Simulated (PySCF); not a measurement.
**Electric field gradients and quadrupole coupling constants**

Species: C₅H₇FOSi.
Cartesian coordinates in Å at the GFN2-xTB level; atoms count from 1:
```xyz
15
C5H7FOSi angstrom
C      2.8413   -1.1225    0.1141
C      1.9439   -0.2750   -0.3759
C      0.7610    0.1405    0.4076
O      0.6034   -0.2043    1.5655
Si    -0.5712    1.2381   -0.4403
F     -0.1633    1.3636   -2.0072
C     -2.2365    0.3800   -0.3426
C     -2.6217   -0.3880    0.6677
H      3.7052   -1.4432   -0.4432
H      2.7187   -1.5201    1.1095
H      2.0291    0.1383   -1.3699
H     -0.5289    2.6049    0.0582
H     -2.9197    0.5356   -1.1708
H     -3.5897   -0.8645    0.6946
H     -1.9762   -0.5755    1.5108
```

Field gradients from the PBE0/pcSseg-1 density (PySCF, non-relativistic), principal values in atomic units, ordered |Vxx| ≤ |Vyy| ≤ |Vzz|:

```
atom     Vxx     Vyy      Vzz
  O4  0.5069  1.4673  -1.9742
```

Task: Find the asymmetry η = (Vxx − Vyy)/Vzz and the couplings χ = eQV/h (234.96 MHz × Q in barn × V in au), with Q(17O) = −0.0256 b.

Result: 
| atom | environment | nucleus | η | χzz (MHz) | χxx (MHz) | χyy (MHz) |
| --- | --- | --- | --- | --- | --- | --- |
| O4 | carbonyl oxygen | 17O | 0.49 | 11.87 | -3.05 | -8.83 |

The tensor is traceless: Vxx + Vyy + Vzz = 0.

Task: What is Vzz at O4 in SI units (1 au = 9.71736 × 10²¹ V/m²)?

Result: -1.9742 au = -19.184 × 10²¹ V/m².

Task: And the gradient at the other heavy atoms, for which no coupling is worked out here?

Result: 
```csv
atom,environment,Vzz (au),η
C1,terminal =CH2 carbon,0.478,0.22
C2,alkene CH carbon,0.306,0.42
C3,carbonyl carbon,0.567,0.20
Si5,fluorine-bound silicon,0.814,0.28
F6,silicon-bound fluorine,1.267,0.08
C7,alkene CH carbon,0.319,0.41
C8,terminal =CH2 carbon,0.427,0.26
```

Were the hydrogens deuterons (Q(2H) = 0.00286 b), χzz would run from 110 kHz (H12) to 224 kHz (H9).

Geometry: GFN2-xTB, one conformer, isolated molecule. GFN2-xTB bond lengths can be off by several hundredths of an ångström, more for odd bonds, and the gradients follow them. The small basis limits the accuracy of the gradients.
